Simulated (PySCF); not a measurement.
**Electron correlation in Xe⁺ (xenon, charge +1)**

[Kr] 4d10 5s1 5p5 6s1, high-spin 4P determinant (an excited configuration). All numbers are calculated (PySCF 2.14, scalar relativity through the core potential, in aug-cc-pwCVDZ-PP with ECP28MDF (6s5p4d1f, 48 functions)). Frozen: 4s2 4p6 4d10; 7 electrons correlated.

| level | correlation energy (mhartree) |
| --- | --- |
| CCSD | -185.11 |
| (T) | -11.94 |
| CCSD(T) | -197.05 |

Diagnostics: T1 = 0.092, D1 = 0.3427, largest double amplitude 0.236.

The outer electron is Rydberg-like, and this basis confines it to a smaller radius and binds it less than a complete one would. T1 exceeds 0.03, a sign that the reference determinant is poor. A double-excitation amplitude exceeds 0.15, a sign of near-degeneracy.

Cost of the coupled-cluster step: about 2.1 core-seconds, for 7 correlated electrons.

Iterations:

```
CC2 = 0
CCSD nocc = (np.int64(5), np.int64(2)), nmo = (39, 39)
frozen orbitals [[0, 1, 2, 3, 4, 5, 6, 7, 8], [0, 1, 2, 3, 4, 5, 6, 7, 8]]
max_cycle = 100
direct = 0
conv_tol = 1e-08
conv_tol_normt = 1e-06
diis_space = 8
diis_start_cycle = 0
Init t2, MP2 energy = -0.137914494894381
Init E_corr(UCCSD) = -0.137914494898905
cycle = 1  E_corr(UCCSD) = -0.218094201049118  dE = -0.0801797062  norm(t1,t2) = 1.85871
cycle = 2  E_corr(UCCSD) = -0.434376451839409  dE = -0.216282251  norm(t1,t2) = 7.10108
cycle = 3  E_corr(UCCSD) = -0.497568216017334  dE = -0.0631917642  norm(t1,t2) = 4.03418
cycle = 4  E_corr(UCCSD) = -0.52543570628934  dE = -0.0278674903  norm(t1,t2) = 1.43004
cycle = 5  E_corr(UCCSD) = -0.45400233890666  dE = 0.0714333674  norm(t1,t2) = 3.72673
cycle = 6  E_corr(UCCSD) = -0.17493084173827  dE = 0.279071497  norm(t1,t2) = 8.21496
cycle = 7  E_corr(UCCSD) = -0.178798104323075  dE = -0.00386726258  norm(t1,t2) = 1.07722
cycle = 8  E_corr(UCCSD) = -0.147637137052412  dE = 0.0311609673  norm(t1,t2) = 1.06898
cycle = 9  E_corr(UCCSD) = -0.269852650559758  dE = -0.122215514  norm(t1,t2) = 5.53901
cycle = 10  E_corr(UCCSD) = -0.213032170318658  dE = 0.0568204802  norm(t1,t2) = 10.8931
cycle = 11  E_corr(UCCSD) = -0.212684731825157  dE = 0.000347438494  norm(t1,t2) = 4.92063
cycle = 12  E_corr(UCCSD) = -0.21629862829794  dE = -0.00361389647  norm(t1,t2) = 4.7857
cycle = 13  E_corr(UCCSD) = -0.170965900468601  dE = 0.0453327278  norm(t1,t2) = 4.97247
cycle = 14  E_corr(UCCSD) = -0.171460532221106  dE = -0.000494631753  norm(t1,t2) = 2.20197
cycle = 15  E_corr(UCCSD) = -0.17904809820175  dE = -0.00758756598  norm(t1,t2) = 1.52289
cycle = 16  E_corr(UCCSD) = -0.180242902943774  dE = -0.00119480474  norm(t1,t2) = 0.739426
cycle = 17  E_corr(UCCSD) = -0.186512708723697  dE = -0.00626980578  norm(t1,t2) = 0.841027
cycle = 18  E_corr(UCCSD) = -0.185362367334218  dE = 0.00115034139  norm(t1,t2) = 0.24794
cycle = 19  E_corr(UCCSD) = -0.184676298770337  dE = 0.000686068564  norm(t1,t2) = 0.0311475
cycle = 20  E_corr(UCCSD) = -0.18521076913688  dE = -0.000534470367  norm(t1,t2) = 0.0734489
cycle = 21  E_corr(UCCSD) = -0.18513882254196  dE = 7.19465949e-05  norm(t1,t2) = 0.00643336
cycle = 22  E_corr(UCCSD) = -0.185133894924065  dE = 4.92761789e-06  norm(t1,t2) = 0.00546656
cycle = 23  E_corr(UCCSD) = -0.185141231049411  dE = -7.33612535e-06  norm(t1,t2) = 0.00272626
cycle = 24  E_corr(UCCSD) = -0.185121137602583  dE = 2.00934468e-05  norm(t1,t2) = 0.000297388
cycle = 25  E_corr(UCCSD) = -0.185113621226357  dE = 7.51637623e-06  norm(t1,t2) = 8.31407e-05
cycle = 26  E_corr(UCCSD) = -0.185113758862872  dE = -1.37636515e-07  norm(t1,t2) = 2.77314e-05
cycle = 27  E_corr(UCCSD) = -0.185113835398692  dE = -7.65358198e-08  norm(t1,t2) = 6.62147e-06
cycle = 28  E_corr(UCCSD) = -0.185113637763947  dE = 1.97634744e-07  norm(t1,t2) = 2.10541e-06
cycle = 29  E_corr(UCCSD) = -0.185113514660828  dE = 1.2310312e-07  norm(t1,t2) = 1.16292e-06
cycle = 30  E_corr(UCCSD) = -0.185113503976649  dE = 1.06841782e-08  norm(t1,t2) = 1.84716e-06
cycle = 31  E_corr(UCCSD) = -0.185113461262732  dE = 4.27139174e-08  norm(t1,t2) = 9.14992e-07
cycle = 32  E_corr(UCCSD) = -0.185113456487177  dE = 4.77555498e-09  norm(t1,t2) = 2.9525e-07
UCCSD converged
E(UCCSD) = -327.1303611343768  E_corr = -0.185113456487177
UCCSD(T) correction = -0.0119417614551233
```
